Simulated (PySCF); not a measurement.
B3LYP has the VWN-RPA correlation part, as in Gaussian. Delta-SCF ions had no search for a lower state. Excitations are Tamm–Dancoff values on a coarser integration grid. The basis has no diffuse functions, so Rydberg states are missing or too high.

C$_{4}$H$_{10}$Br$_{2}$Sn, SMILES `C[CH2][Sn]([Br])([Br])[CH2]C` (C–C–Sn–Br torsion 165°, Br–Sn–C–C torsion -58°) (charge 0, multiplicity 1)

These are B3LYP-D3(BJ)/def2-TZVP // B3LYP-D3(BJ)/def2-SVP (PySCF) values and carry that method's errors.

```yaml
HOMO: -7.47 eV
dipole_moment: 3.98 D
HOMO–LUMO gap: 5.81 eV
LUMO: -1.66 eV
S1 excitation (TDA): 5.10 eV
S1 oscillator strength: 0.088
brightest of the four lowest singlets (TDA): 5.10 eV
T1 excitation (TDA): 4.36 eV
S1–T1 gap (TDA): 0.74 eV
vertical ionisation energy (Delta-SCF): 9.18 eV
total_energy: -5521.3965 Ha
cost: very roughly 10 core-minutes
```

```xyz
17

C     -2.6265    -0.9445     0.2817
C     -2.0462     0.4617     0.4105
Sn    -0.0983     0.6667    -0.5321
Br     0.3957     3.1410    -0.7386
Br    -0.3625    -0.2433    -2.8842
C      1.7119    -0.2458     0.2503
C      2.9201     0.0176    -0.6440
H     -3.6316    -0.9952     0.7332
H     -2.0028    -1.6974     0.7908
H     -2.7194    -1.2476    -0.7726
H     -2.6772     1.2193    -0.0779
H     -1.9126     0.7685     1.4601
H      1.4924    -1.3210     0.3477
H      1.8452     0.1661     1.2632
H      2.7658    -0.3860    -1.6567
H      3.8251    -0.4559    -0.2278
H      3.1208     1.0959    -0.7412
```
